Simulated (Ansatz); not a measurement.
`[SiH3]S/C=C/S`. Charge 0, multiplicity 1. The structure was optimised at the PBE0-D4/def2-TZVP level. It is one conformer, not always the lowest.

```xyz
11

Si    2.158   -0.895    0.104
S     1.123    0.691   -0.885
C    -0.320    0.712    0.125
C    -1.542    0.664   -0.400
S    -2.974    0.949    0.562
H     3.515   -0.936   -0.495
H     2.240   -0.606    1.559
H     1.473   -2.198   -0.088
H    -0.172    0.844    1.194
H    -1.683    0.523   -1.466
H    -3.820    0.252   -0.211
```

Question: What is the dipole moment at ωB97M-V/def2-TZVPP? (Estimate.)

Answer: Ansatz gave: 1.13 D, with components (-0.55, -0.98, -0.12) D in this frame, pointing from negative to positive charge.

Question: And with PBE, r2SCAN, B3LYP? (Best estimate.)

Answer: Computed: PBE 1.12 D, r2SCAN 1.17 D, B3LYP 1.12 D.

Question: Give the Mulliken charges with ωB97M-V, r2SCAN, PBE in def2-TZVPP. (Best estimate.)

Answer: Ansatz gave: 
```
atom  ωB97M-V  r2SCAN    PBE
 Si1     0.16    0.31   0.23
  S2    -0.13   -0.19  -0.16
  C3    -0.13   -0.06  -0.06
  C4    -0.12   -0.08  -0.08
  S5    -0.07   -0.08  -0.10
  H6    -0.01   -0.06  -0.04
  H7    -0.02   -0.06  -0.04
  H8    -0.02   -0.06  -0.04
  H9     0.12    0.10   0.10
 H10     0.11    0.09   0.10
 H11     0.11    0.10   0.11
```

B3LYP here is the variant with VWN-RPA as its local correlation; programs differ in this.
